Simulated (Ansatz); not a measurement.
Consider the substitution at a C–C bond: `O=Cc1cccs1` + `OCS` → `O=COCS` + thiophene.

Calculated with Ansatz (gas phase, PBE0-D4/def2-TZVP geometries, no zero-point term in ΔE). CCSD(T)/CBS is the MP2 limit (def2-TZVPP, def2-QZVPP) plus CCSD(T) − MP2 in def2-TZVPP, frozen cores. Functionals use def2-TZVPP. HSE06 is defined as in plane-wave codes. One conformer a species, not always the lowest.

`O=Cc1cccs1`:

Z-matrix (Å, degrees):
```
C
C 1 1.451
O 1 1.207 2 125.1
H 1 1.110 2 113.7 3 180.0
S 2 1.715 1 121.8 3 -0.0
C 2 1.374 1 126.9 3 180.0
C 5 1.698 2 91.6 1 -180.0
C 6 1.407 2 112.7 1 180.0
H 6 1.083 2 122.7 1 -0.0
H 7 1.080 5 120.0 2 180.0
H 8 1.082 6 124.5 2 -180.0
```

`OCS`:

```xyz
7

O     0.296    0.528    1.086
C    -0.262    0.201   -0.162
S    -0.382   -1.578   -0.352
H     0.381    1.485    1.134
H    -1.295    0.557   -0.259
H     0.325    0.613   -0.989
H     0.937   -1.806   -0.459
```

`O=COCS`:

Cartesian coordinates in Å:
```
O -1.478 -1.360 -0.832
C -1.529 -0.191 -0.587
O -0.561 0.528 -0.017
C 0.625 -0.205 0.311
S 1.719 0.789 1.307
H -2.388 0.462 -0.797
H 0.363 -1.084 0.901
H 1.109 -0.537 -0.607
H 2.138 1.598 0.321
```

`c1ccsc1`:

Z-matrix (Å, degrees):
```
C
C 1 1.364
C 1 1.417 2 112.4
H 1 1.082 2 123.4 3 180.0
S 2 1.705 1 111.4 3 0.0
H 2 1.079 1 128.2 3 180.0
C 3 1.364 1 112.5 2 -0.0
H 3 1.082 1 124.1 2 180.0
H 7 1.079 3 128.2 1 180.0
```

(1) Is it downhill or uphill in electronic energy at CCSD(T)/CBS, and by how much? (Estimate.)

(2) What do these levels give: PBE, BLYP, HSE06, RPA@PBE/def2-TZVPP, CCSD/def2-SVP, CCSD(T)/def2-TZVPP? (An estimate is asked.)

Largest T1 diagnostic among the species: 0.015.

Answers

(1) Computed: Downhill: ΔE = -0.32 eV.

(2) The calculation gave: PBE -0.32, BLYP -0.32, HSE06 -0.33, RPA@PBE/def2-TZVPP -0.35, CCSD/def2-SVP -0.43, CCSD(T)/def2-TZVPP -0.35 eV.

In def2-TZVPP, CCSD(T) changes the Hartree–Fock value by +0.09 eV (the triples alone add +0.01 eV) and MP2 by +0.13 eV. Leaving LDA and LC-ωPBE aside and taking each functional with its dispersion term where it has one, the values, not all of them listed here, spread over 0.15 eV, from ωB97X-V to revPBE-D4. LDA lies −0.06 eV from PBE without D4. The D4 term adds +0.04 eV with B3LYP and +0.02 eV with PBE0; it sums over pairs of atoms, weighted by their polarisabilities, and B3LYP, whose exchange is more repulsive, gets the larger term.

B3LYP here is the variant with VWN-RPA as its local correlation; programs differ in this.
